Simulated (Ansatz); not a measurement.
A CCSD(T) single point on CH$_{5}$FN$_{2}$SSi.

```yaml
crystal:
  periodic: [false, false, false]
  atoms:
    - {symbol: N, position_ang: [0.175173, -1.099307, 0.264385]}
    - {symbol: C, position_ang: [0.617449, 0.151049, 0.263959]}
    - {symbol: S, position_ang: [2.184523, 0.511239, 0.987441]}
    - {symbol: N, position_ang: [-0.094590, 1.120227, -0.224348]}
    - {symbol: Si, position_ang: [-1.888828, 1.027860, -0.966643]}
    - {symbol: F, position_ang: [-1.652887, -0.526622, -1.592696]}
    - {symbol: H, position_ang: [0.625901, -1.810789, 0.806055]}
    - {symbol: H, position_ang: [-0.652055, -1.301949, -0.293078]}
    - {symbol: H, position_ang: [2.762234, -0.663796, 0.687696]}
    - {symbol: H, position_ang: [0.391375, 2.001021, -0.309244]}
    - {symbol: H, position_ang: [-2.402994, 0.534166, 0.397074]}
basis:
  gaussian: {orbitals: def2-TZVPP}
correlation: {method: ccsd_t}
```

```sh
$ ansatz run in.yaml --threads 4 --pin off --events-out ev --progress --plain --max-ram 10444MiB
```

The program prints (abridged):

```
Functional definition: HF
1659 factors; integrals over basis functions are off by at most 1.1e-3 eV
mean field evaluation 1: about -25457.7673 eV, gradient 4.5e1 eV
mean field evaluation 2: about -25458.1265 eV, gradient 4.6e1 eV
mean field evaluation 4: about -25462.6781 eV, gradient 4.5e0 eV
mean field evaluation 8: about -25462.7761 eV, gradient 4.7e-1 eV
mean field evaluation 16: about -25462.7776 eV, gradient 1.3e-6 eV
mean field -25462.77764105 eV, -935.7398190179 hartree, gradient 1.3e-6 eV, S^2 0.000000; 0 other end points of the search recorded, 0 dependent functions left out
14 core orbitals not correlated: weight in the atoms' cores, before any rotation towards them, 1.000 or more for the frozen orbitals, at most 0.000 for the correlated occupied ones
reference -25462.77764105 eV, -935.7398190179 hartree; 18, 18 occupied and 246, 246 virtual orbitals, 1659 factors
second order -30.39922313 eV of doubles, -0.00000000 eV of singles
cycle   1  -30.57884919 eV  change   -1.8e-1 eV  update   1.3e-1
cycle   2  -31.36061399 eV  change   -7.8e-1 eV  update   4.1e-2
cycle   3  -31.55192449 eV  change   -1.9e-1 eV  update   2.3e-2
cycle   4  -31.52984585 eV  change    2.2e-2 eV  update   6.1e-3
cycle   5  -31.52535540 eV  change    4.5e-3 eV  update   3.6e-3
cycle   6  -31.52747703 eV  change   -2.1e-3 eV  update   1.4e-3
cycle   7  -31.52712534 eV  change    3.5e-4 eV  update   8.0e-4
cycle   8  -31.52683393 eV  change    2.9e-4 eV  update   3.4e-4
cycle   9  -31.52702388 eV  change   -1.9e-4 eV  update   1.7e-4
cycle  10  -31.52710873 eV  change   -8.5e-5 eV  update   6.2e-5
cycle  11  -31.52704024 eV  change    6.8e-5 eV  update   2.5e-5
cycle  12  -31.52706303 eV  change   -2.3e-5 eV  update   1.2e-5
perturbative correction -1.35178161 eV, -0.0496770581 hartree
Total energy: -25495.65648569 eV, -936.9480942725 hartree
```

It took 4.2 min on 4 threads of an AMD EPYC 7B13 on a shared host, with 7.9 GiB of host memory at the peak.

MP2 recovers 92.5 % of the CCSD(T) correlation energy and the triples give 4.1 %; T1 = 0.0150.
